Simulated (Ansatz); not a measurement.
The first iterations of a band of CH₅OSb (8 atoms, charge 0, multiplicity 1).

Method: RKS B3LYP/def2-SVP (Ansatz 0.2.0).

* movable images: 5
* climbing image: yes
* spring: 5.0 eV/Å²
* optimiser: quadratic models (default)
* start path: straight line
* force threshold: 0.03 eV/Å
* iteration limit: 60
* end points: relaxed

Initial state:

```xyz
8
Properties=species:S:1:pos:R:3
C -0.464 1.159 -0.159
O -0.519 -0.110 0.441
Sb 0.426 -1.652 -0.459
H -0.745 1.158 -1.233
H 0.536 1.634 -0.078
H -1.181 1.816 0.365
H 2.001 -1.359 0.219
H 0.039 -2.705 0.849
```

Final state:

```xyz
8
Properties=species:S:1:pos:R:3
C -0.356 0.979 0.267
O -1.008 -0.066 -0.411
Sb -0.056 -1.794 -0.776
H 0.545 1.343 -0.269
H -0.040 0.695 1.292
H -1.061 1.826 0.354
H 1.431 -1.075 -1.324
H 0.638 -1.966 0.811
```

| iteration | highest image above the first end (eV) | largest band force component (eV/Å) |
| --- | --- | --- |
| 1 | 3.125 | 9.175 |
| 2 | 0.238 | 1.643 |
| 3 | 0.070 | 0.564 |

Question: Does the band converge within its limit, and where does its top end?

Answer: The forces met the threshold. It ended after 9 iterations with the highest image 0.022 eV above the first end. Another band between the same ends (5 images) ends at a top of the same energy, where a vibrational analysis finds 1 clearly imaginary mode.

The run took 87 s on 1 thread of Intel(R) Xeon(R) 6975P-C (Granite Rapids) (shared host), peak memory 0.19 GiB.
